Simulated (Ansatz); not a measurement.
Frontier orbitals of `FCCCOCF`.

```xyz
15

F    -0.4099   -2.4324    0.5703
C     0.7876   -1.8212    0.2254
C     0.5703   -0.8810   -0.9329
C    -0.3755    0.2513   -0.6111
O     0.2103    1.0471    0.4095
C    -0.6289    1.9738    0.9520
F    -0.8916    2.9963    0.0582
H     1.1501   -1.2857    1.1064
H     1.4979   -2.6105   -0.0354
H     0.1753   -1.4399   -1.7864
H     1.5397   -0.4700   -1.2329
H    -1.3385   -0.1418   -0.2600
H    -0.5584    0.8624   -1.5001
H    -0.1263    2.4106    1.8167
H    -1.6021    1.5411    1.2204
```

Charge 0, multiplicity 1. Geometry: relaxed with PBE0-D4/def2-TZVP. It is one conformer, not always the lowest. Basis def2-TZVPP, Ansatz.

```json
{"functional": "ωB97M-V", "HOMO (eV)": "-10.89", "LUMO (eV)": "2.80"}
```

Task: Give HOMO and LUMO (eV) with LDA (SPW92), PBE, revPBE, BLYP, r2SCAN, B97M-V, PBE0, B3LYP, r2SCANh, r2SCAN0, HSE06 (plane-wave form), BHLYP, CAM-B3LYP, LC-ωPBE, ωB97X-V. (Best estimate.)

Result: The calculation gave: 
```json
{"functional": "LDA (SPW92)", "HOMO": "-7.01", "LUMO": "0.28"}
{"functional": "PBE", "HOMO": "-6.86", "LUMO": "0.49"}
{"functional": "revPBE", "HOMO": "-6.79", "LUMO": "0.58"}
{"functional": "BLYP", "HOMO": "-6.79", "LUMO": "0.49"}
{"functional": "r2SCAN", "HOMO": "-7.19", "LUMO": "1.18"}
{"functional": "B97M-V", "HOMO": "-7.36", "LUMO": "0.68"}
{"functional": "PBE0", "HOMO": "-8.47", "LUMO": "1.35"}
{"functional": "B3LYP", "HOMO": "-8.24", "LUMO": "1.00"}
{"functional": "r2SCANh", "HOMO": "-7.80", "LUMO": "1.46"}
{"functional": "r2SCAN0", "HOMO": "-8.71", "LUMO": "1.84"}
{"functional": "HSE06 (plane-wave form)", "HOMO": "-8.06", "LUMO": "0.98"}
{"functional": "BHLYP", "HOMO": "-10.06", "LUMO": "1.96"}
{"functional": "CAM-B3LYP", "HOMO": "-9.96", "LUMO": "2.12"}
{"functional": "LC-ωPBE", "HOMO": "-11.27", "LUMO": "3.45"}
{"functional": "ωB97X-V", "HOMO": "-10.96", "LUMO": "3.25"}
```

B3LYP here is the variant with VWN-RPA as its local correlation; programs differ in this. LC-ωPBE has ω = 0.4 bohr⁻¹. Positive LUMOs are unbound and depend on the basis.
